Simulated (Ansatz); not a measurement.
Basis-set extrapolation for H$_{8}$N$_{2}$O$_{3}$Si$_{2}$ (`N[SiH2]O[Si](N)(O)O`) (PBE0-D4/def2-TZVP geometry, frozen core, the Gaussian-basis code of Ansatz). Multiplicity 1, RHF reference.

|  | def2-TZVPP | def2-QZVPP |
| --- | --- | --- |
| HF | -916.497362 | -916.533882 |
| MP2 correlation | -1.378059 | -1.487705 |
| CCSD(T) correlation | -1.466081 | not run |

Energies in hartree. Use E(X) = E(∞) + A·exp(−7.88·√X) for Hartree–Fock and E(X) = E(∞) + B·X^(−2.97) for correlation, with X = 3 and 4, and add CCSD(T) minus MP2 of the smaller set to the MP2 limit.

Task: What is the CCSD(T) energy at the basis-set limit?

Result: HF limit: -916.533882 + (-0.036520) × 0.13774 = -916.53891. MP2 limit: -1.487705 + (-0.109646) × 0.74074 = -1.56892. Higher-order term: -1.466081 − (-1.378059) = -0.08802. Total: -918.19585 hartree, 145.8 kcal/mol below CCSD(T)/def2-TZVPP.
